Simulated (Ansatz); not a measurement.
`FC(F)(Br)C(F)(Cl)Br` + HI → `FC(F)(Br)I` + `FC(Cl)Br` at 600 K and 1 bar (substitution at a C–C bond).

Computed with Ansatz on PBE0-D4/def2-TZVP structures; ΔE is electronic, products minus reactants. CCSD(T)/CBS adds triple-zeta CCSD(T) − MP2 to the extrapolated MP2 energy (def2 sets, frozen cores). Elements past krypton have def2 core potentials. For Br, I outer-core shells are correlated without core-valence functions, which leaves a few kJ/mol of doubt a bond. Scalar relativity is left out up to krypton. One conformer a species, not always the lowest.

| species | CCSD(T)/CBS energy (Eh) | H − E (kJ/mol) | S (J/(mol·K)) |
| --- | --- | --- | --- |
| `FC(F)(Br)C(F)(Cl)Br` | -5981.86283 | 127.5 | 498.4 |
| HI | -298.03592 | 31.6 | 227.0 |
| `FC(F)(Br)I` | -3108.36666 | 73.7 | 401.2 |
| `FC(Cl)Br` | -3171.52249 | 91.5 | 355.7 |

H − E and S are ideal-gas, rigid-rotor, harmonic terms from PBE0-D4/def2-TZVP, for one conformer and one mirror image of each species. 1 Eh = 2625.50 kJ/mol, R = 8.31446 J/(mol·K).

By hand: ΔE, ΔH, ΔS and ΔG.

ΔE = (-3108.36666) + (-3171.52249) − (-5981.86283) − (-298.03592) = 0.00960 Eh = 25.2 kJ/mol. Δ(H − E) = 73.7 + 91.5 − 127.5 − 31.6 = 6.1, so ΔH = 31.3 kJ/mol. ΔS = 401.2 + 355.7 − 498.4 − 227.0 = 31.5 J/(mol·K). ΔG = 31.3 − 600 × (31.5)/1000 = 12.4 kJ/mol.

By hand: the equilibrium constant, and the temperature at which ΔG would vanish if ΔH and ΔS stayed fixed.

log₁₀ K = −ΔG/(RT ln 10) = -1.1. ΔG = 0 at ΔH/ΔS = 994 K.

TΔS isn't small against ΔH here. A doubt of 5 kJ/mol in ΔE shifts log₁₀ K by 0.4 here. Other conformers and mirror images would add mixing entropy, several J/(mol·K) or more a flexible species. These are equilibria of isolated gas molecules and say nothing of rates. Largest T1 diagnostic: 0.010 (customary marks: 0.02 for closed shells, 0.045 for open ones).
